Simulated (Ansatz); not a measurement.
One change: `C[SiH2][O][GeH3]` becomes `O[SiH2][O][GeH3]`.

Ansatz, PBE0-D4/def2-TZVP geometries, multiplicity 1. Each molecule was computed in one conformer, which needn't be the lowest.

Scalar relativity is left out up to krypton.

| property | `C[SiH2][O][GeH3]` |
| --- | --- |
| size of the dipole moment (PBE/def2-TZVPP) / D | 0.43 |
| HOMO–LUMO gap (PBE0/def2-TZVPP) / eV | 8.29 |
| size of the dipole moment (ωB97M-V/def2-TZVPP) / D | 0.55 |
| HOMO energy (ωB97M-V/def2-TZVPP) / eV | -10.56 |
| HOMO–LUMO gap (ωB97M-V/def2-TZVPP) / eV | 12.36 |
| LUMO energy (ωB97M-V/def2-TZVPP) / eV | 1.80 |

Question: What does the change do to each property? (An estimate is asked.)

Answer: Computed: 
| property | `O[SiH2][O][GeH3]` | shift |
| --- | --- | --- |
| size of the dipole moment (PBE/def2-TZVPP) / D | 1.34 | 0.91 |
| HOMO–LUMO gap (PBE0/def2-TZVPP) / eV | 8.61 | 0.32 |
| size of the dipole moment (ωB97M-V/def2-TZVPP) / D | 1.40 | 0.85 |
| HOMO energy (ωB97M-V/def2-TZVPP) / eV | -10.83 | -0.27 |
| HOMO–LUMO gap (ωB97M-V/def2-TZVPP) / eV | 12.63 | 0.27 |
| LUMO energy (ωB97M-V/def2-TZVPP) / eV | 1.80 | 0.00 |

The zero-point energy changes by -57.4 kJ/mol with -6 modes. Dipoles are sizes alone; their direction can turn.
